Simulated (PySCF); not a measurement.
SMILES F[Si](F)(F)CC[Si](F)(F)F, GFN2-xTB optimised geometry.

```
14

F      2.16    -0.08     1.41
Si     1.48    -0.29     0.00
F      2.10     0.83    -0.93
F      2.10    -1.65    -0.54
C     -0.40    -0.29     0.00
C     -1.02     1.12     0.00
Si    -0.58     2.15     1.51
F     -1.58     3.35     1.77
F     -0.61     1.30     2.86
F      0.85     2.83     1.48
H     -0.76    -0.84     0.87
H     -0.76    -0.83    -0.88
H     -2.10     1.02    -0.07
H     -0.70     1.65    -0.90
```

Density from PySCF with CAM-B3LYP/def2-TZVP at that geometry.

Minimum of the electron density along straight lines between bonded atoms, close to the bond critical point (lines longer than 1.1 times the sum of covalent radii, or with two minima, are not listed):

| bond | length / Å | ρ at the minimum / e bohr⁻³ | ∇²ρ there / e bohr⁻⁵ | position (fraction from the first atom) |
|---|---|---|---|---|
| F1–Si2 | 1.582 | 0.147 | 1.05 | 0.58 |
| Si2–F3 | 1.586 | 0.145 | 1.03 | 0.42 |
| Si2–F4 | 1.587 | 0.145 | 1.01 | 0.42 |
| Si2–C5 | 1.880 | 0.131 | 0.10 | 0.39 |
| C5–C6 | 1.543 | ? | ? | 0.50 |
| C6–Si7 | 1.880 | 0.131 | 0.10 | 0.61 |
| Si7–F8 | 1.587 | 0.145 | 1.02 | 0.42 |
| Si7–F9 | 1.586 | 0.145 | 1.03 | 0.42 |
| Si7–F10 | 1.582 | 0.147 | 1.05 | 0.42 |
| C5–H11 | 1.092 | 0.277 | -0.94 | 0.64 |
| C5–H12 | 1.093 | 0.276 | -0.94 | 0.64 |
| C6–H13 | 1.093 | 0.276 | -0.94 | 0.64 |
| C6–H14 | 1.092 | 0.277 | -0.94 | 0.64 |

Q: Some entries are withheld; supply them.

A: 
- C5–C6, ρ at the minimum / e bohr⁻³: 0.232
- C5–C6, ∇²ρ there / e bohr⁻⁵: -0.53
